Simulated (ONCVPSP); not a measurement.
What one change does to a pseudopotential (gallium, ONCV)

* Element: Ga (Z = 31)
* Generator: ONCVPSP 4.0.1
* Type: optimised norm-conserving Vanderbilt (ONCV)
* Functional: PBEsol
* Relativity: non-relativistic
* Frozen core: [Ar]
* Valence charge: 13
* Reference configuration: 3d10 4s2 4p1
* Partial waves: 4s: rc 2.10 bohr, ncon 4, nbas 7, qcut 3.6 1/bohr, 2 projectors, debl 0.5 Ha; 4p: rc 2.35 bohr, ncon 4, nbas 7, qcut 3 1/bohr, 2 projectors, debl 2.7 Ha; 3d: rc 1.35 bohr, ncon 4, nbas 8, qcut 13.6 1/bohr, 1 projector
* Local potential: polynomial inside 1.35 bohr (lpopt 5, dvloc0 0 Ha)
* Core correction: polynomial model core, fcfact 0.45

Change: s: qcut 2.3; p: qcut 1.9; d: qcut 8.8.

Cutoffs: the cutoffs (Ha) at which the residual kinetic energy of the hardest occupied pseudo-wave falls to 1 and 0.1 mHa per electron; they do not see the model core or the augmentation charge, which bear on the density cutoff. Errors are all-electron minus pseudo energies relative to the spin-unpolarised reference configuration.

Question: Predict the effect on cutoff, ghosts and configuration errors.

Answer: The potential gets harder (67 Ha and 75 Ha → 113 Ha and 138 Ha); of the 3 tests that both files solve, the error grows in 2 and shrinks in 1 by more than 15 % and 0.3 meV (median size 1.7 → 12.6 meV); neither file shows a bound ghost.

| quantity | base | changed |
| --- | --- | --- |
| cutoff, loose | 67 Ha | 113 Ha |
| cutoff, tight | 75 Ha | 138 Ha |
| loose cutoff by channel | s 6.3 Ha, p 2.5 Ha, d 67 Ha | s 22 Ha, p 2.5 Ha, d 113 Ha |
| bound ghosts | none | none |
| GHOST(+) flags under 300 eV | s at 65.2 eV | s at 77.5 eV |
| tests with a reliable result | 3 of 4 | 3 of 4 |
| error for 3d10 4s2 4p0, meV [ΔE 5.72 eV] | -1.1 | -1.5 |
| error for 3d10 4s1 4p0, meV [ΔE 26.48 eV] | -16 | -13 |
| error for 3d10 4s0 4p3, meV [ΔE 12.78 eV] | -1.7 | -14 |
| s: phases at 2.13 bohr within 0.05 rad from the reference energy up to (Ha; the scan ends near 5) | 2.1 | 2.4 |
| p: phases at 2.39 bohr within 0.05 rad from the reference energy up to (Ha; the scan ends near 5) | 4.9 | to the end of the scan |
| d: phases at 1.37 bohr within 0.05 rad from the reference energy up to (Ha; the scan ends near 5) | 0.9 | 0.5 |
| rms error of d²Exc/dni dnj with the model core, mHa | 1.49 | 0.96 |
